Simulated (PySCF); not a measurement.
B(Br)(vinyl)(NH2) (C₂H₅BBrN), SMILES C=CB(N)Br. Geometry optimised at PBE-D3(BJ)/def2-SVP. The structure was generated by enumeration, and PubChem lists no compound with its InChIKey, so it may never have been made. One conformer was computed; it need not be the lowest.

Computed equilibrium geometry at PBE-D3(BJ)/def2-SVP (PySCF confirms it by a frequency run) as Cartesian coordinates in Å (one conformer of several):
```xyz
10

B     -0.5297     0.2290    -0.3220
Br     1.0043     0.0493     0.8787
C     -0.5798    -0.6502    -1.6121
C     -1.7263    -1.0698    -2.1903
H      0.3744    -0.9908    -2.0528
H     -1.7380    -1.7139    -3.0859
H     -2.7162    -0.8038    -1.7779
N     -1.5336     1.1364     0.0365
H     -1.5161     1.6784     0.9001
H     -2.3344     1.3244    -0.5681
```
Charge 0, spin multiplicity 1.
